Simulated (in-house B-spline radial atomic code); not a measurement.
A fraction x of an electron is removed from 2p in O⁺, starting from [He] 2s2 2p3 and keeping the highest spin. Method: scalar-relativistic (X2C) revTPSS, spin-polarised, spherical fractional occupations, Fermi nucleus of rms radius 2.6991 fm. Calculated with a B-spline radial code for spherical atoms.

```json
{"x": "0", "E(x) - E(0) (eV)": "0.0000", "2p up level (eV)": "-26.547"}
{"x": "0.03", "E(x) - E(0) (eV)": "0.8042", "2p up level (eV)": "-27.066"}
{"x": "0.19", "E(x) - E(0) (eV)": "5.3587", "2p up level (eV)": "-29.877"}
{"x": "0.27", "E(x) - E(0) (eV)": "7.8060", "2p up level (eV)": "-31.309"}
{"x": "0.42", "E(x) - E(0) (eV)": "12.7065", "2p up level (eV)": "-34.041"}
{"x": "0.5", "E(x) - E(0) (eV)": "15.4889", "2p up level (eV)": "-35.523"}
{"x": "0.55", "E(x) - E(0) (eV)": "17.2885", "2p up level (eV)": "-36.458"}
{"x": "0.64", "E(x) - E(0) (eV)": "20.6460", "2p up level (eV)": "-38.158"}
{"x": "0.79", "E(x) - E(0) (eV)": "26.5848", "2p up level (eV)": "-41.035"}
{"x": "0.97", "E(x) - E(0) (eV)": "34.2874", "2p up level (eV)": "-44.562"}
{"x": "1", "E(x) - E(0) (eV)": "35.6332", "2p up level (eV)": "-45.158"}
```

The exact functional would give a straight line between the two integer points. Deviations E(x) - E(0) - x[E(1) - E(0)], in eV: -0.265 at x = 0.03, -1.412 at x = 0.19, -1.815 at x = 0.27, -2.259 at x = 0.42, -2.328 at x = 0.5, -2.31 at x = 0.55, -2.159 at x = 0.64, -1.565 at x = 0.79, -0.277 at x = 0.97.

The curve lies below the straight line by up to 2.328 eV (at x = 0.5): convex, the delocalisation error that favours fractional charges.

(1) How well does Slater's transition state (minus the level at half occupation) give the ionisation energy?

Answers

(1) It gives 35.523 eV against 35.633 eV from the two total energies; NIST lists 35.12 eV, ground level to ground level.
